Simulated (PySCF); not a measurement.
## Calculated data, AlClGeH3O, BGe2H7O, CH8Ge2O, GeH5NOSi

Computed with PySCF 2.14.0. Calculation on a computer-drawn molecule: the log of a Hartree-Fock and frozen-core CCSD(T) single point meant for a local Hartree-Fock minimum, with one planted fault or none, to be diagnosed. Offsets are logged minus clean, where the clean run is the same molecule without the fault. The reference is restricted for singlets and unrestricted otherwise, and also for a bond in bohr or an excited solution. Adding or removing an electron swaps singlet and doublet. The excited solution moves the top pair (singlet) or top alpha electron (doublet) to the lowest empty orbital. Highest occupied and lowest empty are orbital energies over both spins, largest force is the largest gradient component, triples share is (T) over the correlation energy, the T1 limit is 0.02 restricted and 0.045 unrestricted, electrons count all cores, a negative frequency is imaginary (commonest isotopes), and the dipole is about the centre of nuclear charge; on germanium a core potential holds 10 electrons, which the energies leave out, and 3d is frozen in MP2 and coupled-cluster steps.

Common to all runs: meant multiplicity 1; meant basis and core potential on germanium cc-pVDZ-PP ECP10MDF; logged SCF converged yes; possible faults no fault, one electron removed, one electron added, multiplicity raised by two, geometry at a saddle point, SCF held on an excited solution, minimal basis STO-3G, one bond length entered in bohr, all coordinates scaled.

(1) AlClGeH3O

Logged structure:
```xyz
7
AlClGeH3O
O      0.2749     1.2380     1.3216
Ge    -1.2250     1.5241     0.4355
Al     0.1551     2.5088    -1.4763
Cl     1.3682     3.2667    -2.9202
H      0.2392     0.8400     2.1845
H     -2.1031     2.6135     1.0172
H     -1.9159     0.2686    -0.0570
```

| Property | Result |
| --- | --- |
| meant charge | 1 |
| meant basis | cc-pV(D+d)Z |
| logged electrons | 72 |
| logged basis functions | 98 |
| logged spin squared | 0 |
| logged highest occupied | -16.232 eV |
| logged lowest empty | -4.0588 eV |
| logged largest force | 2.138e-05 hartree/bohr |
| logged lowest frequency | 59.204 cm⁻¹ |
| logged T1 diagnostic | 0.014368 |
| logged D1 diagnostic | 0.033152 |
| logged triples share | 0.025093 |
| logged CC converged | yes |
| logged dipole magnitude | 1.9239 debye |
| logged SCF stable within its kind | yes |
| logged energy HF | -1071.2456 hartree |
| logged energy CCSD(T) | -1071.7556 hartree |
| planted fault | no fault |
| HF energy offset from clean run | 0 kcal/mol |
| CCSD(T) energy offset from clean run | 0 kcal/mol |

Drawn bonds:
```tsv
atom	other atom	order
1	2	1
2	3	1
3	4	1
1	5	1
2	6	1
2	7	1
```

(2) AlClGeH3O

Structure as in entry 1.

| Item | Value |
| --- | --- |
| meant charge | 1 |
| meant basis | cc-pV(D+d)Z |
| logged electrons | 72 |
| logged basis functions | 98 |
| logged spin squared | 0 |
| logged highest occupied | -9.7221 eV |
| logged lowest empty | -10.644 eV |
| logged largest force | 0.085457 hartree/bohr |
| logged CC converged | no |
| logged dipole magnitude | 7.0581 debye |
| logged SCF stable within its kind | no |
| logged energy HF | -1070.75705 hartree |
| planted fault | SCF held on an excited solution |
| HF energy offset from clean run | 306.6 kcal/mol |

Drawn bonds:
```tsv
atom	other atom	order
1	2	1
2	3	1
3	4	1
1	5	1
2	6	1
2	7	1
```

Notes: CCSD not converged.

(3) BGe2H7O

Logged structure:
```xyz
11
BGe2H7O
O      0.3106    -1.8242     1.0118
Ge    -0.5534    -0.2647     0.8280
B     -2.2267    -0.4620    -0.3992
Ge    -2.6269    -2.2237    -1.4496
H      0.7372    -2.1440     0.2304
H     -0.9153     0.1126     2.2645
H      0.4195     0.7763     0.2453
H     -2.9860     0.4632    -0.4755
H     -3.6023    -2.0263    -2.6171
H     -1.3371    -2.8415    -2.0103
H     -3.2431    -3.2344    -0.4715
```

| Item | Value |
| --- | --- |
| meant charge | 0 |
| meant basis | cc-pVDZ |
| logged electrons | 85 |
| logged basis functions | 109 |
| logged spin squared | 0.7635 |
| logged highest occupied | -1.577 eV |
| logged lowest empty | 7.7602 eV |
| logged largest force | 0.039136 hartree/bohr |
| logged T1 diagnostic | 0.012324 |
| logged D1 diagnostic | 0.029337 |
| logged triples share | 0.024687 |
| logged CC converged | yes |
| logged dipole magnitude | 2.1676 debye |
| logged SCF stable within its kind | yes |
| logged energy HF | -690.36463 hartree |
| logged energy CCSD(T) | -690.91937 hartree |
| planted fault | one electron added |
| HF energy offset from clean run | -7.091 kcal/mol |
| CCSD(T) energy offset from clean run | -17.87 kcal/mol |

Drawn bonds:
```tsv
atom	other atom	order
1	2	1
2	3	1
3	4	1
1	5	1
2	6	1
2	7	1
3	8	1
4	9	1
4	10	1
4	11	1
```

(4) CH8Ge2O

Logged structure:
```xyz
12
CH8Ge2O
O     -1.1776    -0.7440     0.1741
Ge    -1.0860    -1.0766    -1.6904
C      0.8904    -1.3799    -2.2662
Ge     2.1733     0.2593    -2.0696
H     -0.8162     0.1444     0.4757
H     -1.9783    -2.4157    -1.8969
H     -1.7315     0.1877    -2.4963
H      0.8999    -1.7154    -3.3803
H      1.3139    -2.2606    -1.6368
H      3.7096    -0.1769    -2.3910
H      1.7312     1.4398    -3.1040
H      2.1046     0.8537    -0.5513
```

| Quantity | Value |
| --- | --- |
| meant charge | 0 |
| meant basis | cc-pVDZ |
| logged electrons | 86 |
| logged basis functions | 114 |
| logged spin squared | 0 |
| logged highest occupied | -10.928 eV |
| logged lowest empty | 3.3594 eV |
| logged largest force | 0.048835 hartree/bohr |
| logged T1 diagnostic | 0.012556 |
| logged D1 diagnostic | 0.033096 |
| logged triples share | 0.027333 |
| logged CC converged | yes |
| logged dipole magnitude | 1.905 debye |
| logged SCF stable within its kind | yes |
| logged energy HF | -704.11601 hartree |
| logged energy CCSD(T) | -704.73719 hartree |

Drawn bonds:
```tsv
atom	other atom	order
1	2	1
2	3	1
3	4	1
1	5	1
2	6	1
2	7	1
3	8	1
3	9	1
4	10	1
4	11	1
4	12	1
```

(5) CH8Ge2O

Logged structure:
```xyz
12
CH8Ge2O
O     -1.1078    -0.6999     0.1638
Ge    -1.0216    -1.0128    -1.5902
C      0.8376    -1.2981    -2.1319
Ge     2.0445     0.2439    -1.9469
H     -0.7679     0.1359     0.4476
H     -1.8611    -2.2725    -1.7844
H     -1.6288     0.1765    -2.3484
H      0.8466    -1.6137    -3.1800
H      1.2360    -2.1266    -1.5398
H      3.4898    -0.1665    -2.2493
H      1.6286     1.3545    -2.9200
H      1.9798     0.8031    -0.5186
```

| Quantity | Value |
| --- | --- |
| meant charge | 0 |
| meant basis | cc-pVDZ |
| logged electrons | 86 |
| logged basis functions | 114 |
| logged spin squared | 0 |
| logged highest occupied | -2.5338 eV |
| logged lowest empty | -5.1393 eV |
| logged largest force | 0.11092 hartree/bohr |
| logged CC converged | no |
| logged dipole magnitude | 3.5537 debye |
| logged SCF stable within its kind | no |
| logged energy HF | -703.47371 hartree |

Drawn bonds:
```tsv
atom	other atom	order
1	2	1
2	3	1
3	4	1
1	5	1
2	6	1
2	7	1
3	8	1
3	9	1
4	10	1
4	11	1
4	12	1
```

Notes: CCSD not converged.

(6) GeH5NOSi

Logged structure:
```xyz
9
GeH5NOSi
O     -1.3426     1.7361     1.4588
Ge    -1.2946     0.7156     0.0029
N     -1.2935    -1.0240     0.5979
Si    -0.0101    -2.0227     1.1529
H     -1.1991     2.6603     1.3142
H     -0.0193     0.9950    -0.7831
H     -2.5614     0.9561    -0.8208
H     -2.2159    -1.4123     0.7045
H      1.1126    -1.0462     0.8309
```

| Quantity | Value |
| --- | --- |
| meant charge | 0 |
| meant basis | cc-pV(D+d)Z |
| logged electrons | 66 |
| logged basis functions | 99 |
| logged spin squared | 0 |
| logged highest occupied | -5.0303 eV |
| logged lowest empty | -2.3952 eV |
| logged largest force | 0.058025 hartree/bohr |
| logged CC converged | no |
| logged dipole magnitude | 1.5309 debye |
| logged SCF stable within its kind | no |
| logged energy HF | -714.26488 hartree |

Drawn bonds:
```tsv
atom	other atom	order
1	2	1
2	3	1
3	4	1
1	5	1
2	6	1
2	7	1
3	8	1
4	9	1
```

Notes: CCSD not converged.

Questions
1. Give the missing planted fault for CH8Ge2O (entry 4).
2. Give the missing planted fault for CH8Ge2O (entry 5).
3. Which fault was planted in the run of GeH5NOSi (entry 6)?

## Answers
1. all coordinates scaled, by +6.3 %
2. SCF held on an excited solution
3. SCF held on an excited solution

Further results for CH8Ge2O (entry 4):

| Quantity | Value |
| --- | --- |
| HF energy offset from clean run | 23.82 kcal/mol |
| CCSD(T) energy offset from clean run | 14.64 kcal/mol |

Further results for CH8Ge2O (entry 5):

| Quantity | Value |
| --- | --- |
| HF energy offset from clean run | 426.9 kcal/mol |

Further results for GeH5NOSi (entry 6):

| Item | Value |
| --- | --- |
| HF energy offset from clean run | 180.3 kcal/mol |
